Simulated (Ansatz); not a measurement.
Consider the redistribution: `C=C[CH2][Ge]([CH3])([F])[O]C` + `CO[SiH2][AlH][CH3]` → `C=C[CH2][Ge]([F])([O]C)[O]C` + `[CH3][AlH][SiH2]C`.

Computed with Ansatz on PBE0-D4/def2-TZVP structures; ΔE is electronic, products minus reactants. CBS: MP2 limit from def2 TZ/QZ plus the TZ coupled-cluster correction, frozen cores. DFT in def2-TZVPP. For Ge outer-core shells are correlated without core-valence functions, which leaves a few kJ/mol of doubt a bond. Scalar relativity is left out up to krypton. Each species was taken in one conformer, which may not be the lowest.

```
         level  ΔE (kJ/mol)
           PBE         30.3
MP2/def2-TZVPP         32.4
```

(1) What does CCSD(T)/CBS give? (Best estimate.)

Largest T1 diagnostic among the species: 0.012.

Answers

(1) The calculation gave: +34.2 kJ/mol. The listed levels differ from it by -3.9, -1.8 kJ/mol.
